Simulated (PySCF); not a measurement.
How methods differ on the excitation energy of Sb⁺

Sb⁺ [Kr] 4d10 5s2 5p2 (3P) → Sb⁺ [Kr] 4d10 5s1 5p3 (5S), as a difference of total energies. All numbers are calculated (PySCF 2.14, the spin-free X2C one-electron Hamiltonian (Gaussian nucleus), in ANO-RCC-VTZP (7s6p4d2f1g, 68 functions)). Correlated levels: valence: [Kr] 4d10 frozen; valence and next inner shell: [Ar] 3d10 frozen. The calculations carry no spin-orbit coupling.

```tsv
method	excitation energy (eV)	error (eV)
UHF	4.173	-1.724
LDA	6.744	+0.847
PBE	6.501	+0.604
PBE0	6.066	+0.169
r2SCAN	5.725	-0.172
B2PLYP	6.067	+0.170
wB97X	6.932	+1.035
TPSSh	6.134	+0.237
MP2 (valence)	4.940	-0.957
SCS-MP2 (valence)	5.280	-0.617
MP2 (valence and next inner shell)	5.863	-0.034
SCS-MP2 (valence and next inner shell)	6.043	+0.146
```

Reference: 5.897 eV (measured; NIST levels, between the centres of gravity of the two terms).

Errors of the correlated levels include the incompleteness of this basis and the frozen core.
